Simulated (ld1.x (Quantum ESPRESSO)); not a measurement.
An all-electron radial function and its pseudo partner (argon)

Columns: radius, all-electron u(r) and pseudo u(r) of the 3p shell (level -10.40 eV) of argon in the configuration [Ne] 3s2 3p6; LDA (PZ), non-relativistic, ultrasoft scheme, ld1.x (Quantum ESPRESSO) 7.5.

```csv
r (bohr),all-electron,pseudo
0.057,0.1069,-0.0041
0.115,0.2648,-0.0166
0.172,0.3639,-0.0368
0.230,0.3915,-0.0651
0.288,0.3570,-0.1005
0.345,0.2806,-0.1417
0.402,0.1781,-0.1884
0.460,0.0602,-0.2405
0.518,-0.0617,-0.2963
0.575,-0.1786,-0.3536
0.632,-0.2884,-0.4121
0.690,-0.3902,-0.4716
0.747,-0.4791,-0.5289
0.805,-0.5575,-0.5846
0.862,-0.6229,-0.6357
0.920,-0.6781,-0.6826
0.977,-0.7218,-0.7227
1.035,-0.7564,-0.7565
1.092,-0.7817,-0.7817
1.150,-0.7995,-0.7995
1.208,-0.8102,-0.8102
1.265,-0.8150,-0.8150
1.322,-0.8145,-0.8145
1.380,-0.8097,-0.8097
1.438,-0.8011,-0.8011
1.495,-0.7897,-0.7897
```

Problem. How many radial nodes do the two functions have?

Solution. The all-electron 3p function has n − l − 1 = 1; the pseudo-wave has 0, since the states of the same l below it are removed with the core.

Problem. At about which radius was the pseudo-wave matched?

Solution. 1.05 bohr, where the columns begin to agree (steps of 0.06 bohr).

Problem. Where does each function peak?

Solution. Outermost all-electron maximum near 1.26 bohr, pseudo maximum near 1.26 bohr (to the table’s step).

Problem. Is the pseudo-wave norm-conserving?

Solution. No, it belongs to an ultrasoft set: the norm inside the radius is not constrained, and the difference is carried by the augmentation charge.
